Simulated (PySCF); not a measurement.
Computed Raman spectrum (relative Raman activity) of a molecule C₄H₇FSi. Coordinates come from a PBE0-D3(BJ)/def2-SVP optimisation. One conformer was computed; it need not be the lowest. Level of theory: PBE0-D3(BJ)/def2-SVP run with PySCF. Frequencies are harmonic and unscaled.

Lines under 2 % of the strongest are left out, and lines within 2 cm⁻¹ are merged.

ν (cm⁻¹): 422 (vw), 548 (w), 622 (w), 633 (w), 875 (w), 899 (w), 937 (w), 940 (w), 979 (w), 1035 (vw), 1063 (w), 1078 (w), 1170 (vw), 1199 (w), 1332 (vw), 1444 (w), 1659 (m), 2234 (vs), 2244 (s), 2247 (s), 3063 (s), 3139 (s), 3211 (s), 3243 (vs) (against the strongest line: vs over 80 %, s over 45 %, m over 15 %, w over 4 %, vw less)

Problem. Which structure fits?
A. C#C[C@@H](C)[SiH2]F
B. C[C@@]1(F)C=C[SiH2]1
C. F[C@]1([SiH3])C=CC1
D. CC#CC[SiH2]F

Solution. C, F[C@]1([SiH3])C=CC1
